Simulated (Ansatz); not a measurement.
Consider the hydrogenolysis of the Sn–O bond: `C[O][SnH]([OH])[OH]` + H₂ → `C[O][SnH2][OH]` + H₂O.

Calculated with Ansatz (gas phase, PBE0-D4/def2-TZVP geometries, no zero-point term in ΔE). CCSD(T)/CBS is the MP2 limit (def2-TZVPP, def2-QZVPP) plus CCSD(T) − MP2 in def2-TZVPP, frozen cores. This one scheme is used for every species. Functionals use def2-TZVPP. B3LYP here is the variant with VWN-RPA as its local correlation; programs differ in this. def2 core potentials past Kr. For Sn outer-core shells are correlated without core-valence functions, which leaves a few kJ/mol of doubt a bond. Each species was taken in one conformer, which may not be the lowest.

`C[O][SnH]([OH])[OH]`:

Cartesian coordinates in Å:
```
C 1.726 0.338 -0.112
O 0.604 0.746 -0.862
Sn -1.153 -0.036 -0.530
O -1.762 0.588 1.224
O -0.986 -1.959 -0.263
H 1.640 0.613 0.947
H 1.896 -0.743 -0.173
H 2.606 0.843 -0.520
H -2.150 0.344 -1.840
H -1.417 1.453 1.459
H -1.004 -2.188 0.670
```

H₂:

Cartesian coordinates in Å:
```
H -0.346 0.017 0.139
H 0.346 -0.017 -0.139
```

`C[O][SnH2][OH]`:

Cartesian coordinates in Å:
```
C -1.068 1.230 -0.566
O -0.594 -0.090 -0.506
Sn 0.938 -0.572 0.622
O 1.079 -2.486 0.260
H -1.922 1.258 -1.250
H -0.314 1.933 -0.948
H -1.413 1.600 0.410
H 2.344 0.221 0.067
H 0.552 -0.324 2.266
H 0.397 -2.770 -0.355
```

H₂O:

Cartesian coordinates in Å:
```
O -0.128 0.321 -0.179
H 0.544 -0.291 -0.487
H -0.415 -0.030 0.667
```

Task: Is it downhill or uphill in electronic energy at CCSD(T)/CBS, and by how much? (An estimate is asked.)

Result: Computed: Uphill: ΔE = +0.21 eV.

Task: What do these levels give: PBE-D4, PBE0-D4, B3LYP-D4, ωB97X-V, ωB97M-V, B2PLYP, PBE0, MP2/def2-TZVPP, SCS-MP2/def2-TZVPP, CCSD/def2-TZVPP, HF/def2-QZVPP, SCS-MP2/def2-QZVPP? (An estimate is asked.)

Result: Computed: PBE-D4 0.19, PBE0-D4 0.11, B3LYP-D4 0.19, ωB97X-V 0.19, ωB97M-V 0.17, B2PLYP 0.19, PBE0 0.07, MP2/def2-TZVPP 0.24, SCS-MP2/def2-TZVPP 0.22, CCSD/def2-TZVPP 0.12, HF/def2-QZVPP 0.01, SCS-MP2/def2-QZVPP 0.24 eV.

Largest T1 diagnostic among the species: 0.014.

From PBE to PBE0 (25 % exact exchange), in def2-TZVPP and without D4, ΔE moves by −0.08 eV. The D4 term adds +0.06 eV with B3LYP and +0.03 eV with PBE0; it sums over pairs of atoms, weighted by their polarisabilities, and B3LYP, whose exchange is more repulsive, gets the larger term. In def2-TZVPP, CCSD(T) changes the Hartree–Fock value by +0.17 eV (the triples alone add +0.06 eV) and MP2 by +0.23 eV.
